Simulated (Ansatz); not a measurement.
Input for Ansatz (a program for electronic structure): R-SVWN5/def2-TZVPP on C2H7B (SMILES CBC), a point of a torsion scan.

Ansatz 0.2 input:
```yaml
crystal:
  periodic: [false, false, false]
  atoms:
    - {symbol: C, position_ang: [1.35654901, 0.25629927, 0.10909440]}
    - {symbol: B, position_ang: [0.02875358, -0.35658429, -0.46486570]}
    - {symbol: C, position_ang: [-1.37903929, 0.06255765, 0.09339504]}
    - {symbol: H, position_ang: [1.78697898, -0.46478807, 0.80643179]}
    - {symbol: H, position_ang: [1.21882001, 1.18259332, 0.66203534]}
    - {symbol: H, position_ang: [2.11545946, 0.42147291, -0.65309600]}
    - {symbol: H, position_ang: [0.08683964, -1.15537215, -1.32368632]}
    - {symbol: H, position_ang: [-2.02292133, -0.79719384, 0.27188742]}
    - {symbol: H, position_ang: [-1.89232082, 0.65998182, -0.66161165]}
    - {symbol: H, position_ang: [-1.34473599, 0.65650827, 1.00352358]}
basis:
  gaussian:
    orbitals: def2-TZVPP
hamiltonian:
  xc: {name: SVWN5}
scf: {lower_state_search: off}
```

What total energy does the run end on?

-104.2321 hartree.
